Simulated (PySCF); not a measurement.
## Static response to an electric field

C3H5F3NP.
Atom-mapped SMILES: `[CH2:1]=[CH:2][P:3]([NH2:4])[C:5]([F:6])([F:7])[F:8]` (hydrogens: H9, H10 on C1; H11 on C2; H12, H13 on N4)

Geometry (GFN2-xTB, Å), atoms numbered from 1 in this order:
```xyz
13
C3H5F3NP angstrom
C      2.0864    0.1359    0.2651
C      1.1131   -0.6548   -0.1544
P     -0.3171   -0.0606   -1.1078
N     -0.3686    1.5347   -0.6008
C     -1.5595   -0.8622    0.1141
F     -1.4160   -2.1831    0.2443
F     -2.8248   -0.6330   -0.2745
F     -1.4465   -0.3321    1.3505
H      2.9437   -0.2460    0.7946
H      2.0575    1.1988    0.0913
H      1.1524   -1.7287   -0.0188
H     -0.9983    2.1303   -1.1201
H     -0.4268    1.7013    0.3988
```

Level: CAM-B3LYP/def2-SVPD (PySCF), static field, nuclei fixed, core orbitals frozen in the response. The polarisability tensor in these axes (au):

```
x   83.98  4.74  7.18
y    4.74 70.71 -0.95
z    7.18 -0.95 61.79
```

**Question.** Diagonalise the tensor; give its mean and Δα, where Δα² is half the sum of the squared differences of the eigenvalues.

**Answer.** Principal values 59.20, 70.06 and 87.22 au; mean 72.16 au = 10.69 Å³ = 11.90 × 10⁻⁴⁰ C²·m²/J; Δα = 24.47 au (34 % of the mean).

**Question.** What is the dipole moment, and where does it point?

**Answer.** (1.35, 1.75, -0.02) D, 2.21 D in size, pointing from the negative to the positive side. Measured along this direction, the outermost atoms are F6 at the negative end and H10 at the positive end.

**Question.** Find the Langevin capture rate constant for O2+ (31.990 u) meeting this molecule (143.011 u), k = 2.342 × 10⁻⁹ cm³/s × √(α in Å³ / reduced mass in u).

**Answer.** The reduced mass is 26.14 u, so k = 1.50 × 10⁻⁹ cm³/s. The formula leaves out the permanent dipole, which adds to the capture rate.

**Question.** How large is μ²/3kT at 298 K beside α?

**Answer.** In Gaussian units μ²/3kT = 39.64 Å³ against 10.69 Å³, a ratio of 3.71; the Debye molar polarisation (4π/3)N_A(α + μ²/3kT) is 127.0 cm³/mol, leaving out the vibrational part.

**Question.** Refractivity n − 1 of an ideal gas of it at 400 K and 1 atm, from the electronic α?

**Answer.** N = p/kT = 1.8347 × 10¹⁹ cm⁻³, so n − 1 = 2π × N × 10.69 × 10⁻²⁴ cm³ = 1233 × 10⁻⁶ at long wavelengths.

**Question.** Directions of the eigenvectors, and the extent of the frame along each?

**Answer.** Largest value along (0.93, 0.25, 0.25), where the nuclei span 5.75 Å; middle along (-0.18, 0.95, -0.27), 4.37 Å; least along (-0.31, 0.20, 0.93), 2.58 Å. The response follows the extents in order.

The structure is a single GFN2-xTB conformer in the gas phase; no vibrational or solvent corrections.

The run behind these numbers computed excited states as well. Cost: about 90 s of CPU time on one thread; the machine was shared, so the figure is rough.
